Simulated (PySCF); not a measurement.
# One molecule, several mistakes: BH6NSi

These are calculations, not measurements. The program is PySCF 2.14.0, an open-source quantum chemistry code, run on an isolated molecule that a program drew, which may never have been made. The molecule is BH6NSi (charge 0, singlet), drawn as the SMILES string `B[SiH2]N`.

Each row is a Hartree-Fock (HF) and frozen-core CCSD(T) single point in the cc-pV(D+d)Z basis, meant for a local HF minimum. Run 1 is clean. Each other run has one planted mistake out of seven kinds, and not every kind appears here: one electron removed, one electron added, multiplicity raised by two, geometry at a saddle point, minimal basis STO-3G, one bond length entered in bohr, all coordinates scaled. The reference is restricted for singlets and unrestricted otherwise, and also for a bond in bohr. Adding or removing an electron swaps singlet and doublet. Electrons count all cores. HOMO and LUMO are orbital energies over both spins, the gradient is its largest component, and the lowest frequency (negative if imaginary) is given only where the gradient is small. Bond lengths are over the 8 bonds as drawn. T1 is the CCSD diagnostic: over 0.02 (restricted) or 0.045 (unrestricted) a single reference is doubtful.

Geometry of the clean run:
```xyz
9
BH6NSi, angstrom
B    -2.4026    0.1381   -0.7509
Si   -1.8084    1.3315    0.7840
N    -0.1378    1.7547    0.6147
H    -1.6300   -0.5649   -1.3458
H    -3.5575    0.0712   -1.0739
H    -2.1432    0.5871    2.0377
H    -2.5755    2.6003    0.8416
H     0.5201    1.0225    0.4184
H     0.2658    2.4009    1.2683
```

```
run,electrons,basis functions,<S^2>,HOMO (eV),LUMO (eV),gradient (hartree/bohr),lowest frequency (cm^-1),mean bond (Å),longest bond (Å),T1,HF (hartree),CCSD(T) (hartree),mistake
1,32,81,0.000,-10.47,1.58,1.3e-05,131,1.3944,2.033,0.0105,-371.55261,-371.96757,no fault
2,32,25,0.000,-7.98,6.40,3.6e-02,-,1.3944,2.033,0.0068,-367.17898,-367.33683,minimal basis STO-3G
3,31,81,0.765,-16.33,-6.52,1.0e-01,-,1.3944,2.033,0.0439,-371.24116,-371.62192,one electron removed
4,32,81,2.013,-7.57,-1.16,4.9e-02,-,1.3944,2.033,0.0241,-371.43456,-371.84296,multiplicity raised by two
5,32,81,0.652,-9.42,1.10,1.6e-02,-,1.5281,2.272,0.0640,-371.43465,-371.85006,?
6,33,81,0.761,-0.34,8.74,4.0e-02,-,1.3944,2.033,0.0106,-371.52777,-371.96217,?
```

**Which mistake was planted in run 5, and what did it cost?**

The mean bond changes by a factor of 1.096 and the longest by 1.118, so the molecule wasn't scaled as a whole. A length L in bohr read as angstrom grows by (1/0.5292 - 1) L = 0.890 L. The 8 bonds together grew by 8 x 0.1337 = 1.070 Å, which gives L = 1.202 Å. That is the length of one of the B-H bonds, 1.202 Å in the clean geometry. So the mistake is: one bond length entered in bohr. Subtracting run 1 and multiplying by 627.51 kcal/mol a hartree, the energy moved by 74.0 kcal/mol in HF and 73.7 kcal/mol in CCSD(T).

**Which mistake was planted in run 6, and what did it cost?**

It counts 33 electrons, one more than the clean run, at the same geometry and basis. So the mistake is: one electron added. Subtracting run 1 and multiplying by 627.51 kcal/mol a hartree, the energy moved by 15.6 kcal/mol in HF and 3.4 kcal/mol in CCSD(T).

Cautions from the logs. Run 5: T1 is over the limit, so its CCSD(T) energy is less reliable; run 6: the added electron raises the CCSD(T) energy, so it isn't bound in this basis.
